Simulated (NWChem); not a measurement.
System: BeHSF; SMILES [F][Be][SH]

The following NWChem deck was run.

```
start job
memory heap 200 mb stack 900 mb global 1100 mb
geometry units angstroms
  Be    -0.181083     0.226518    -0.542348
  F     -0.604283     0.962196    -1.622980
  S      0.390539    -0.576104     1.090490
  H      0.585096    -1.834256     0.749250
end
basis spherical
  * library 6-31g*
end
dft
  xc b3lyp
  iterations 150
end
driver
  maxiter 120
end
task dft optimize
task dft freq
```

Output (shortened):

```
             Northwest Computational Chemistry Package (NWChem) 7.3.0
             --------------------------------------------------------

 CS  symmetry detected

                             Geometry "geometry" -> ""
                             -------------------------

 Output coordinates in angstroms (scale by  1.889725989 to convert to a.u.)

  No.       Tag          Charge          X              Y              Z
 ---- ---------------- ---------- -------------- -------------- --------------
    1 Be                   4.0000    -0.05865771    -0.67964208     0.00000000
    2 F                    9.0000     0.03279759    -2.05067155     0.00000000
    3 S                   16.0000     0.07064182     1.22309157     0.00000000
    4 H                    1.0000    -1.19081655     1.60514708     0.00000000

 Effective nuclear repulsion energy (a.u.)      63.3866413122

      Symmetry information
      --------------------

 Group name             Cs
 Group number              2
 Group order               2
 No. of unique centers     4

                                Z-matrix (autoz)
                                --------

 Units are Angstrom for bonds and degrees for angles

      Type          Name      I     J     K     L     M      Value
      ----------- --------  ----- ----- ----- ----- ----- ----------
    1 Stretch                  1     2                       1.37408
    2 Stretch                  1     3                       1.90712
    3 Stretch                  3     4                       1.31805
    4 Bend                     1     3     4               102.96235
    5 Bend                     2     1     3               172.29617
    6 Torsion                  2     1     3     4         180.00000

                           NWChem Geometry Optimization
                           ----------------------------

 maximum gradient threshold         (gmax) =   0.000450
 rms gradient threshold             (grms) =   0.000300
 maximum cartesian step threshold   (xmax) =   0.001800
 rms cartesian step threshold       (xrms) =   0.001200
 fixed trust radius                (trust) =   0.300000
 source of zmatrix                         =   autoz

          -------------------
          Energy Minimization
          -------------------

 Using diagonal initial Hessian
 Scaling for Hessian diagonals: bonds = 1.00  angles = 0.25  torsions = 0.10

          --------
          Step   0

                                 NWChem DFT Module
                                 -----------------

 Summary of "ao basis" -> "ao basis" (spherical)
 ------------------------------------------------------------------------------
       Tag                 Description            Shells   Functions and Types
 ---------------- ------------------------------  ------  ---------------------
 Be                          6-31g*                  6       14   3s2p1d
 F                           6-31g*                  6       14   3s2p1d
 S                           6-31g*                  8       18   4s3p1d
 H                           6-31g*                  2        2   2s

      Symmetry analysis of basis
      --------------------------

        a'         35
        a"         13

            General Information
            -------------------
          SCF calculation type: DFT
          Wavefunction type:  closed shell.
          No. of atoms     :     4
          No. of electrons :    30
           Alpha electrons :    15
            Beta electrons :    15
          Charge           :     0
          Spin multiplicity:     1
          Use of symmetry is: on ; symmetry adaption is: on
          Maximum number of iterations: 150
          AO basis - number of functions:    48
                     number of shells:    22
          Convergence on energy requested:  1.00D-06
          Convergence on density requested:  1.00D-05
          Convergence on gradient requested:  5.00D-04

              XC Information
              --------------
                         B3LYP Method XC Potential
                     Hartree-Fock (Exact) Exchange  0.200
                        Slater Exchange Functional  0.800 local
                    Becke 1988 Exchange Functional  0.720 non-local
              Lee-Yang-Parr Correlation Functional  0.810
                  VWN I RPA Correlation Functional  0.190 local

[...]

      ----------------------
      Optimization converged
      ----------------------

  Step       Energy      Delta E   Gmax     Grms     Xrms     Xmax
  ---- ---------------- -------- -------- -------- -------- --------
@    5    -513.50471350 -1.2D-07  0.00010  0.00004  0.00053  0.00106
                                     ok       ok       ok       ok

                                Z-matrix (autoz)
                                --------

 Units are Angstrom for bonds and degrees for angles

      Type          Name      I     J     K     L     M      Value     Gradient
      ----------- --------  ----- ----- ----- ----- ----- ---------- ----------
    1 Stretch                  1     2                       1.37614    0.00000
    2 Stretch                  1     3                       1.91007    0.00010
    3 Stretch                  3     4                       1.35360    0.00001
    4 Bend                     1     3     4                93.43711    0.00000
    5 Bend                     2     1     3               178.81651   -0.00000
    6 Torsion                  2     1     3     4         180.00000    0.00000

                         Geometry "geometry" -> "geometry"
                         ---------------------------------

 Output coordinates in angstroms (scale by  1.889725989 to convert to a.u.)

  No.       Tag          Charge          X              Y              Z
 ---- ---------------- ---------- -------------- -------------- --------------
    1 Be                   4.0000     0.00113581    -0.62761650     0.00000000
    2 F                    9.0000    -0.06267771    -2.00227597     0.00000000
    3 S                   16.0000     0.12909853     1.27816419     0.00000000
    4 H                    1.0000    -1.21359148     1.44965330     0.00000000

 Effective nuclear repulsion energy (a.u.)      63.2072858637

      Symmetry information
      --------------------

 Group name             Cs
 Group number              2
 Group order               2
 No. of unique centers     4

                Final and change from initial internal coordinates
                --------------------------------------------------

                                Z-matrix (autoz)
                                --------

 Units are Angstrom for bonds and degrees for angles

      Type          Name      I     J     K     L     M      Value       Change
      ----------- --------  ----- ----- ----- ----- ----- ---------- ----------
    1 Stretch                  1     2                       1.37614    0.00206
    2 Stretch                  1     3                       1.91007    0.00295
    3 Stretch                  3     4                       1.35360    0.03555
    4 Bend                     1     3     4                93.43711   -9.52524
    5 Bend                     2     1     3               178.81651    6.52034
    6 Torsion                  2     1     3     4         180.00000    0.00000

[...]

 Rotational Constants
 --------------------
 A=   9.480255 cm-1  ( 13.639668 K)
 B=   0.125522 cm-1  (  0.180594 K)
 C=   0.123882 cm-1  (  0.178234 K)

 Temperature                      =   298.15K
 frequency scaling parameter      =   1.0000

 Zero-Point correction to Energy  =    8.182 kcal/mol  (  0.013039 au)
 Thermal correction to Energy     =   10.793 kcal/mol  (  0.017200 au)
 Thermal correction to Enthalpy   =   11.385 kcal/mol  (  0.018144 au)

 Total Entropy                    =   64.601 cal/mol-K
   - Translational                =   38.227 cal/mol-K (mol. weight =  60.9905)
   - Rotational                   =   21.910 cal/mol-K (symmetry #  =        1)
   - Vibrational                  =    4.464 cal/mol-K

 Cv (constant volume heat capacity) =   11.754 cal/mol-K
   - Translational                  =    2.979 cal/mol-K
   - Rotational                     =    2.979 cal/mol-K
   - Vibrational                    =    5.795 cal/mol-K

[normal modes left out]

 ----------------------------------------------------------------------------
 Normal Eigenvalue ||           Projected Infra Red Intensities
  Mode   [cm**-1]  || [atomic units] [(debye/angs)**2] [(KM/mol)] [arbitrary]
 ------ ---------- || -------------- ----------------- ---------- -----------
    1       -0.000 ||    0.000000           0.000         0.000       0.000
    2       -0.000 ||    0.000671           0.015         0.655       0.178
    3        0.000 ||    0.021257           0.490        20.722       5.637
    4        0.000 ||    0.000162           0.004         0.158       0.043
    5        0.000 ||    0.000000           0.000         0.000       0.000
    6        0.000 ||    0.000124           0.003         0.121       0.033
    7      235.771 ||    0.067267           1.552        65.575      17.839
    8      275.670 ||    0.060545           1.397        59.023      16.056
    9      484.285 ||    0.003739           0.086         3.645       0.992
   10      661.716 ||    0.005245           0.121         5.113       1.391
   11     1407.785 ||    0.287489           6.633       280.259      76.240
   12     2660.957 ||    0.005998           0.138         5.847       1.590
 ----------------------------------------------------------------------------
```

Level: B3LYP/6-31G* (spherical d). B3LYP is NWChem's, with the RPA form of VWN correlation.
